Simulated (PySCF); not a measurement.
Si(F)(OH)3, SMILES O[Si](O)(O)F (H3FO3Si), PBE0/def2-SVP optimised geometry.

```
8

O     -1.32    -1.43     1.30
Si    -0.76    -0.62     0.00
O     -1.32     0.91     0.00
O      0.88    -0.62     0.00
F     -1.28    -1.36    -1.34
H     -2.27    -1.52     1.40
H     -1.08     1.47    -0.74
H      1.32    -1.47     0.01
```

Density from PBE0/def2-TZVP (PySCF 2.14.0) at that geometry.

Minimum of the electron density along straight lines between bonded atoms, close to the bond critical point (lines longer than 1.1 times the sum of covalent radii, or with two minima, are not listed):

```tsv
bond	length / Å	ρ at the minimum / e bohr⁻³	∇²ρ there / e bohr⁻⁵	position (fraction from the first atom)
O1–Si2	1.635	0.145	0.85	0.59
Si2–O3	1.635	0.145	0.85	0.41
Si2–O4	1.635	0.145	0.85	0.41
Si2–F5	1.620	?	0.90	0.42
O1–H6	0.961	0.354	-2.43	0.81
O3–H7	0.961	0.354	-2.43	0.81
O4–H8	0.961	0.354	-2.43	0.81
```

What belongs in the gaps?


- Si2–F5, ρ at the minimum / e bohr⁻³: 0.133
